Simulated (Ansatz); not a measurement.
Relaxation of ClFH$_{5}$MgNO (10 atoms, charge 0, multiplicity 1), to a largest force component of 0.03 eV/Å in at most 50 steps.

The calculation used RKS PBE-D4/def2-SVP (Ansatz 0.2.0).

```xyz
10
Properties=species:S:1:pos:R:3:forces:R:3
Mg -1.280 -0.206 -1.929 0.98 1.59 1.02
N 0.621 -1.305 0.662 -0.45 0.01 -0.65
Cl -2.361 -1.909 -2.795 -0.07 -0.11 -0.08
H 0.580 1.992 0.150 -0.21 -0.03 -0.32
F -0.722 1.586 -1.539 -0.37 -1.64 -0.20
H 0.888 -0.393 1.050 0.02 0.41 0.06
O 0.750 1.865 1.104 0.08 -0.21 0.17
H 1.482 -1.800 0.403 0.03 -0.01 0.03
H 0.176 -1.849 1.410 0.00 -0.02 0.02
H -0.135 2.019 1.483 0.00 0.01 -0.04
```

Question: Where does it end, and by what steps?

Answer: The run converged. After 8 steps the energy has fallen by 1.396 eV; Mg1 moved furthest, 0.79 Å. Joined: Mg1–N2.

```json
{"step": "0", "energy less start (eV)": "0.0000", "largest force component (eV/Å)": "1.635", "accepted": "yes"}
{"step": "1", "energy less start (eV)": "-0.3689", "largest force component (eV/Å)": "0.934", "accepted": "yes"}
{"step": "2", "energy less start (eV)": "-0.6967", "largest force component (eV/Å)": "0.666", "accepted": "yes"}
{"step": "3", "energy less start (eV)": "-1.0008", "largest force component (eV/Å)": "0.965", "accepted": "yes"}
{"step": "4", "energy less start (eV)": "-1.2609", "largest force component (eV/Å)": "0.519", "accepted": "yes"}
{"step": "5", "energy less start (eV)": "-1.3672", "largest force component (eV/Å)": "0.491", "accepted": "yes"}
{"step": "6", "energy less start (eV)": "-1.3927", "largest force component (eV/Å)": "0.188", "accepted": "yes"}
{"step": "7", "energy less start (eV)": "-1.3959", "largest force component (eV/Å)": "0.080", "accepted": "yes"}
{"step": "8", "energy less start (eV)": "-1.3964", "largest force component (eV/Å)": "0.026", "accepted": "yes"}
```

```xyz
10
Properties=species:S:1:pos:R:3
Mg -0.813 -0.401 -1.319
N 0.360 -1.060 0.339
Cl -1.989 -1.965 -2.390
H 0.344 1.738 0.097
F -0.467 1.392 -1.286
H 0.593 -0.149 0.830
O 0.733 1.599 1.012
H 1.253 -1.520 0.111
H -0.109 -1.685 1.009
H 0.096 2.050 1.596
```

Run time: 17 s on 2 threads of Intel(R) Xeon(R) Platinum 8375C CPU @ 2.90GHz (Ice Lake) (shared host), peak memory 0.2 GiB.
